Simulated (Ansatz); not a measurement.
Z-matrix (Å, degrees):
```
C
S 1 1.602
H 1 1.090 2 122.2
H 1 1.090 2 122.2 3 -178.5
Zn 3 3.319 1 83.6 2 111.6
```

The species carries charge 0 and has multiplicity 1. The bonds changed during the relaxation, so this is another structure than the one it started from.

Problem. List the CAM-B3LYP/def2-TZVPP orbital energies in eV (Ansatz). (Estimate.)

Solution. Ansatz gave: Occupied: -9450.98, -2419.83, -1149.99, -1013.40, -1013.40, -1013.40, -280.79, -217.85, -162.45, -162.39, -162.17, -132.85, -89.07, -89.07, -89.07, -24.08, -18.49, -14.99, -14.99, -14.98, -14.98, -14.98, -14.63, -12.63, -10.54, -8.02, -7.92. Lowest empty: -1.45, 0.14, 0.15, 0.58, 2.73, 3.81, 3.94, 5.06.
